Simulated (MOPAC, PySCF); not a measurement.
C₃H₉B, SMILES `CB(C)C`, neutral singlet in the gas phase. 

Cartesian coordinates (Å):
```xyz
13

C     -1.2610    -0.9042     0.2251
B     -0.0004     0.0015    -0.0040
C     -0.1638     1.5556    -0.1422
C      1.4246    -0.6491    -0.0878
H     -2.2225    -0.3876     0.1914
H     -1.2788    -1.7276    -0.4988
H     -1.1716    -1.3951     1.2034
H      0.7510     2.1035    -0.3782
H     -0.5578     1.9497     0.8047
H     -0.9282     1.8037    -0.8875
H      1.7907    -0.5316    -1.1174
H      2.1485    -0.1070     0.5307
H      1.4694    -1.7118     0.1606
```
Charge 0, spin multiplicity 1.

All levels are single points at this geometry (PBE0-D4/def2-TZVP); Pople sets use spherical d functions. Orbital energies aren't observables, and empty levels follow the basis.

AM1 in MOPAC gives gap (eV) = 12.78.

Task: Estimate the gap (eV) from each of these levels: PBE-D3(BJ)/def2-TZVP in PySCF; PBE0-D4/def2-TZVP in PySCF; B3LYP/3-21G in PySCF; B3LYP/6-311+G** in PySCF; B3LYP/6-31G* in PySCF; BP86/6-31G* in PySCF; M06-2X/6-31G* in PySCF; PBE/6-31G* in PySCF; HF/3-21G in PySCF; HF/6-31G* in PySCF; HF/STO-3G in PySCF; PM7 in MOPAC.

Result: 
```csv
level,gap (eV)
PBE-D3(BJ)/def2-TZVP in PySCF,5.94
PBE0-D4/def2-TZVP in PySCF,8.37
B3LYP/3-21G in PySCF,8.07
B3LYP/6-311+G** in PySCF,7.95
B3LYP/6-31G* in PySCF,8.02
BP86/6-31G* in PySCF,6.00
M06-2X/6-31G* in PySCF,10.70
PBE/6-31G* in PySCF,5.97
HF/3-21G in PySCF,15.84
HF/6-31G* in PySCF,15.94
HF/STO-3G in PySCF,18.18
PM7 in MOPAC,10.71
```
